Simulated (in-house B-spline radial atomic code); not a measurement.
**Ionising Hg³⁺ with different functionals**

Computed with a radial B-spline atomic code at the basis-set limit: four-component Dirac-Coulomb Hamiltonian, Fermi nucleus of rms radius 5.4648 fm, spin-restricted, spherical fractional occupations for the functionals, and exact exchange of hybrids averaged over the configuration. The ionisation energy is the difference of two self-consistent energies, [Xe] 4f14 5d9 → [Xe] 4f14 5d8, without Breit or QED terms; ε is the level of the shell that loses the electron (mean over j). The electron is taken from both j subshells in proportion to 2j + 1, so the result is a j average, not the step between ground levels.

```tsv
method	rung	ΔSCF (eV)	-ε(5d) (eV)
BHandHLYP	global hybrid	49.41	46.40
PBE0	global hybrid	?	?
wB97X	range-separated hybrid	?	?
LC-wPBE	range-separated hybrid	49.53	47.27
```

What does wB97X give?

ΔSCF 49.42 eV, and -ε(5d) = 46.92 eV.

What does PBE0 give?

ΔSCF 49.65 eV, and -ε(5d) = 44.50 eV.

Among the functionals, which spreads more, the ΔSCF values or the orbital energies?

The orbital energies: ΔSCF values span about 0.24 eV and the orbital energies 2.76 eV; here energy differences depend much less on the functional than eigenvalues do.

How do they compare with the NIST value?

NIST lists 48.5 eV ± 0.15 (measured, ground level to ground level). Errors run from +0.86 to +1.10 eV. The correlated functionals all miss on the same side by more than they spread, so the cause is common to them (Breit-QED terms, spin polarisation, the choice among j levels, multiplet and fine-structure energies, or a listed next ion that isn't the cheapest removal here) and closeness doesn't rank the functionals.
